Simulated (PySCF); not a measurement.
Q: Write Cartesian coordinates for InChI=1S/CH4N2OSi/c2-1-5(3)4/h4-5H,3H2/t5-/m1/s1 as optimised with PBE0-D3(BJ)/def2-SVP.

A: 
```
atom  x, y, z in Å
N1     2.7175   -0.1466   -0.7862
C2     1.6854   -0.0322   -0.2701
Si3    0.0032    0.1851    0.5149
N4    -0.9140   -1.0783   -0.1707
O5    -0.4749    1.7470    0.2475
H6     0.0830    0.0723    1.9851
H7    -0.7274   -1.4562   -1.0911
H8    -1.8109   -1.3686    0.1984
H9    -0.5043    2.0609   -0.6614
```

Orientation and origin are arbitrary. Atoms count from 1 in this order. N4 (silicon-bound nitrogen) is almost planar (angles 122.9°, 122.8° and 112.8°, sum 358.6°, 0.08 Å off the plane of its three neighbours). Si3 (oxygen-bound silicon) is distorted tetrahedral (angles from 103.2° to 118.6°).

Bonds between heavy atoms (Å): N1≡C2 1.160, C2–Si3 1.869, Si3–N4 1.705, Si3–O5 1.655.

The calculation used PySCF 2.14.0, PBE0-D3(BJ)/def2-SVP geometry optimisation, gas phase.

Point group: C1 (no symmetry element, even within 0.4 Å). Whether it is a minimum is left open (no frequencies). The numbers are those of one conformer (C2–Si3–N4–H -29° and 166°, C2–Si3–O5–H 56°).
